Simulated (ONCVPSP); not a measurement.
**iron (Fe): one change to an ONCV potential, before and after**

* Element: iron
* Generator: ONCVPSP 4.0.1
* Type: optimised norm-conserving Vanderbilt (ONCV)
* Functional: PBE
* Relativity: scalar-relativistic
* Frozen core: [Ne]
* Valence charge: 16
* Reference configuration: 3s2 3p6 3d6 (charge +2)
* Partial waves: 3s: rc 1.10 bohr, ncon 4, nbas 8, qcut 14.2 1/bohr, 1 projector; 3p: rc 0.90 bohr, ncon 4, nbas 7, qcut 11 1/bohr, 2 projectors, debl 0.8 Ha; 3d: rc 1.85 bohr, ncon 4, nbas 8, qcut 9.2 1/bohr, 2 projectors, debl 1.2 Ha
* Local potential: polynomial inside 0.60 bohr (lpopt 5, dvloc0 2 Ha)
* Core correction: Teter function, fcfact 5.75, rcfact 1.15

In the p channel the program set the typed energies aside and used -2.885, 0.250 Ha.

Change: local potential polynomial inside 0.75 bohr (lpopt 5, dvloc0 1 Ha).

Cutoffs: the cutoffs (Ha) at which the residual kinetic energy of the hardest occupied pseudo-wave falls to 1 and 0.1 mHa per electron; they do not see the model core or the augmentation charge, which bear on the density cutoff. Errors are all-electron minus pseudo energies relative to the spin-unpolarised reference configuration.

Task: Predict the effect on cutoff, ghosts and configuration errors.

Result: The potential gets neither clearly harder nor softer (57 Ha and 98 Ha → 57 Ha and 98 Ha); of the 4 tests that both files solve, the error grows in 0 and shrinks in 3 by more than 15 % and 0.3 meV (median size 276.1 → 156.9 meV); neither file shows a bound ghost.

| quantity | base | changed |
| --- | --- | --- |
| cutoff, loose | 57 Ha | 57 Ha |
| cutoff, tight | 98 Ha | 98 Ha |
| bound ghosts | none | none |
| GHOST(+) flags under 300 eV | s at 86.8 eV | none |
| error for 3s2 3p6 3d6 4s2, meV [ΔE -24.93 eV] | +454 | +251 |
| error for 3s2 3p6 3d6 4s1, meV [ΔE -16.20 eV] | +299 | +162 |
| error for 3s2 3p6 3d5, meV [ΔE 34.22 eV] | +152 | +152 |
| error for 3s2 3p6 3d6 4s1 4p1, meV [ΔE -20.83 eV] | +253 | +139 |
| s: phases at 1.12 bohr within 0.05 rad from the reference energy up to (Ha; the scan ends near 5) | 0.0 | 1.0 |
| p: phases at 0.91 bohr within 0.05 rad from the reference energy up to (Ha; the scan ends near 5) | to the end of the scan | to the end of the scan |
| d: phases at 1.88 bohr within 0.05 rad from the reference energy up to (Ha; the scan ends near 5) | 4.3 | to the end of the scan |
| rms error of d²Exc/dni dnj with the model core, mHa | 1.18 | 1.18 |
